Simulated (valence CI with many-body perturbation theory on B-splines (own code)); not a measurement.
## Forbidden lines of Ir XXVII

Computed by valence CI with perturbative core correlation (CI+MBPT): five valence electrons over a frozen Dirac-Fock core [Kr] 4d10, a basis of 7 s, 7 p, 7 d, 7 f, 4 g, 2 h functions for each j, with the one-electron correlation potential Σ1 (screened to all orders), the two-electron term Σ2, the three-electron term Σ3, Breit, model QED; selected single and double excitations, second order for the rest (own B-spline code, finite nucleus).

The last digits are not significant, and no measured levels were compared; by estimate large intervals hold to a few tenths of a per cent, small ones and those within an open d or f shell to about a per cent. Core correlation moves these levels by up to 4100 cm⁻¹, and in measured spectra 5 to 20 % of such shifts remained as error; rates that hang on mixing are uncertain with them. Among the levels kept, up to 820 cm⁻¹ of a level comes from second order outside the variational space, and about a tenth of that is noise between levels of different J, which matters for small intervals. Only levels of the ground parity were solved; by the run's estimate the other parity begins above the list, which can be wrong where configurations are misplaced.

Lines 51 to 100 of 120 in falling wavelength, among levels below 116490 cm⁻¹, chosen from the decays that carry over 1 % of a level's rate. Wavelengths and rates use the calculated energies. Electric multipoles are in the length gauge, E1 and E2 with the static RPA response of the core. S is in atomic units (e²a₀⁴ for E2 and M2, e²a₀⁶ for E3), for M1 in squared Bohr magnetons. Weak lines are less certain than strong ones. Lines between different terms over intervals too small for the method are left out, as are lines whose strength nearly cancels. Where a level lies close to another of its J and parity, the split of strength between their lines is uncertain.

Names give the largest LS component (configuration and term), which can be under half, so a name can repeat, a term be missing and a line seem to break the LS rules; names also repeat where a configuration has a term twice. Letters in brackets count levels of one name in rising energy.

```
λ vac (nm)            Upper            Lower  Type   A (s⁻¹)  S (a.u.)
     352.6  4f5 6F°_5/2 [b]      4f5 6F°_3/2    M1  4.53e+02  4.42e+00
     351.6  4f5 6F°_5/2 [a]      4f5 6H°_5/2    M1  2.91e+02  2.81e+00
     338.2  4f5 6F°_5/2 [b]  4f5 6F°_5/2 [a]    M1  2.87e+02  2.47e+00
     337.3      4f5 6F°_3/2      4f5 6H°_5/2    M1  1.07e+02  6.09e-01
     329.0     4f5 4H°_11/2     4f5 6F°_11/2    M1  4.73e+01  7.49e-01
     326.3     4f5 4M°_17/2     4f5 6H°_15/2    M1  2.56e+02  5.93e+00
     325.2  4f5 4I°_9/2 [b]     4f5 6F°_11/2    M1  4.84e+01  6.17e-01
     318.6     4f5 4K°_13/2     4f5 6F°_11/2    M1  3.11e+01  5.23e-01
     316.9      4f5 6F°_1/2      4f5 6H°_5/2    E2  1.72e-02  9.83e-03
     315.9      4f5 4P°_5/2      4f5 6F°_7/2    M1  1.77e+02  1.24e+00
     312.7     4f5 4L°_13/2     4f5 6H°_11/2    M1  2.09e+02  3.31e+00
     306.4     4f5 2K°_15/2     4f5 4M°_15/2    M1  8.23e+02  1.40e+01
     305.7     4f5 4K°_11/2     4f5 6H°_11/2    M1  2.65e+02  3.37e+00
     292.5      4f5 4H°_7/2  4f5 6F°_5/2 [b]    M1  2.76e+01  2.05e-01
     292.4  4f5 4G°_7/2 [a]      4f5 6F°_7/2    M1  2.26e+02  1.68e+00
     291.8      4f5 4F°_5/2  4f5 6F°_5/2 [b]    M1  2.69e+02  1.49e+00
     288.0      4f5 4F°_3/2      4f5 6F°_1/2    M1  7.31e+02  2.59e+00
     284.5  4f5 4G°_9/2 [a]      4f5 6F°_9/2    M1  1.39e+01  1.18e-01
     280.8     4f5 6F°_11/2      4f5 6H°_9/2    M1  2.10e+01  2.07e-01
     280.7     4f5 4L°_17/2     4f5 4M°_15/2    M1  3.51e+00  5.19e-02
     272.9      4f5 4F°_3/2      4f5 6F°_3/2    M1  3.21e+02  9.68e-01
     264.2      4f5 4F°_3/2  4f5 6F°_5/2 [a]    M1  2.21e+01  6.05e-02
     263.8      4f5 6F°_9/2      4f5 6H°_7/2    M1  1.01e+00  6.88e-03
     245.7     4f5 4H°_11/2      4f5 6F°_9/2    M1  1.05e+02  6.93e-01
     243.6  4f5 4I°_9/2 [b]      4f5 6F°_9/2    M1  3.38e+02  1.81e+00
     241.0      4f5 6F°_7/2      4f5 6H°_5/2    M1  4.42e+00  1.83e-02
     240.8  4f5 4I°_9/2 [a]      4f5 6H°_9/2    M1  2.22e+02  1.15e+00
     234.6     4f5 4K°_11/2      4f5 6H°_9/2    M1  4.83e+02  2.77e+00
     233.3  4f5 6F°_5/2 [b]      4f5 6H°_7/2    M1  5.85e+02  1.65e+00
     232.1     4f5 4L°_15/2     4f5 6H°_13/2    M1  1.65e+01  1.22e-01
     229.8      4f5 4P°_5/2      4f5 6F°_3/2    M1  2.70e+01  7.29e-02
     223.6      4f5 4P°_5/2  4f5 6F°_5/2 [a]    M1  7.23e+02  1.80e+00
     214.1  4f5 4G°_9/2 [a]      4f5 6F°_7/2    M1  9.07e+01  3.30e-01
     213.3      4f5 4D°_7/2      4f5 6F°_9/2    M1  4.25e+02  1.22e+00
     213.3     4f5 4K°_13/2     4f5 6H°_15/2    M1  8.40e+00  4.23e-02
     210.9     4f5 2K°_15/2     4f5 6H°_15/2    M1  5.15e+01  2.87e-01
     208.5  4f5 4G°_7/2 [a]      4f5 6H°_9/2    M1  6.32e+02  1.70e+00
     206.1     4f5 4H°_11/2     4f5 6H°_13/2    M1  3.98e+01  1.55e-01
     202.0     4f5 4K°_13/2     4f5 6H°_13/2    M1  4.05e+01  1.73e-01
     200.5      4f5 2P°_1/2      4f5 6F°_1/2    M1  2.52e+02  1.51e-01
     199.9     4f5 2K°_15/2     4f5 6H°_13/2    M1  3.56e+02  1.69e+00
     198.4     4f5 4L°_17/2     4f5 6H°_15/2    M1  3.49e+00  1.82e-02
     197.8  4f5 4G°_9/2 [a]     4f5 6H°_11/2    M1  1.99e+02  5.72e-01
     197.3      4f5 4H°_7/2      4f5 6F°_7/2    M1  1.56e+02  3.55e-01
     197.0      4f5 4F°_5/2      4f5 6F°_7/2    M1  2.55e+02  4.33e-01
     193.1      4f5 2P°_1/2      4f5 6F°_3/2    M1  9.31e+02  4.97e-01
     190.1  4f5 4I°_9/2 [b]      4f5 6F°_7/2    M1  4.10e+02  1.04e+00
     187.6      4f5 6P°_3/2      4f5 6F°_1/2    M1  2.49e+01  2.44e-02
     184.8  4f5 4I°_9/2 [a]      4f5 6H°_7/2    M1  8.45e+02  1.98e+00
     181.1      4f5 6P°_3/2      4f5 6F°_3/2    M1  1.99e+02  1.76e-01
```
